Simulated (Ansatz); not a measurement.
# Cost against result

Saddle point of AlSiNH6O, closed shell (AlSiNH₆O ([NH2][Al]([OH])[SiH3]) → AlSiNH₆O ([OH][AlH][NH][SiH3]); bonds formed: Al1–H4, Si2–N3; bonds broken: Al1–Si2, N3–H4), PBE0-D4/def2-TZVP structure:

Al1  (-1.061, 0.654, 0.296)
Si2  (1.282, -0.706, -0.252)
N3  (-1.512, 0.676, -1.316)
H4  (-0.029, -0.035, -1.008)
O5  (-0.951, 0.907, 1.952)
H6  (1.002, -1.696, 0.826)
H7  (1.810, -1.423, -1.438)
H8  (2.283, 0.274, 0.241)
H9  (-2.235, 1.003, -1.937)
H10  (-0.590, 0.346, 2.635)
(Å)

Barriers are electronic and count from the start structure reached by relaxing down the imaginary mode.

Program: Ansatz 0.2.0. Basis: as named in each row. Cores are frozen in the correlated methods. B3LYP uses VWN-RPA correlation. Extrapolation: Hartree–Fock as exp(−7.88 √X), correlation as X^−2.97.

Times are rough, for one single point on 4 threads of a shared host (Arm Neoverse V2).

The estimate by CCSD(T) at an estimated basis limit (MP2 extrapolated from triple and quadruple zeta, plus CCSD(T) − MP2 in triple zeta) is 3.392 eV.

```
      method       basis  time (s)  barrier (eV)  method less estimate
          HF      STO-3G   under 1         6.904                 3.513
      PBE-D4      STO-3G   under 1         4.746                 1.355
       SPW92  def2-TZVPP   under 1         2.977                -0.415
       SPW92    def2-SVP   under 1         3.090                -0.302
    B3LYP-D4       6-31G         1         3.958                 0.566
      PBE-D4    def2-SVP         1         3.169                -0.222
     PBE0-D4    def2-SVP         1         3.521                 0.129
      PBE-D4  def2-TZVPP         1         3.075                -0.317
     BLYP-D4  def2-TZVPP         1         3.077                -0.314
    BHLYP-D4  def2-TZVPP         2         3.688                 0.296
    B3LYP-D4  def2-TZVPP         2         3.340                -0.052
     PBE0-D4  def2-TZVPP         3         3.392                 0.001
CAM-B3LYP-D4  def2-TZVPP         3         3.494                 0.102
     CCSD(T)    def2-SVP         3         3.605                 0.213
   r2SCAN-D4  def2-TZVPP         3         3.239                -0.152
     wB97M-V    def2-SVP         4         3.581                 0.189
  r2SCAN0-D4  def2-TZVPP         4         3.468                 0.077
      B2PLYP  def2-TZVPP         5         3.341                -0.051
    PBE-QIDH  def2-TZVPP         5         3.498                 0.106
  RPA on PBE  def2-TZVPP         5         3.360                -0.031
     wB97X-V  def2-TZVPP         6         3.566                 0.174
      B97M-V  def2-TZVPP         7         3.391                -0.001
     wB97M-V  def2-TZVPP         7         3.432                 0.040
         MP2  def2-QZVPP        16         3.283                -0.109
     CCSD(T)  def2-TZVPP        91         3.428                 0.036
```

All methods are single points on the PBE0-D4 structures.

The T1 diagnostic stays at or below 0.021.

Labels in which every atom is bracketed show which atoms are joined, not bond orders.
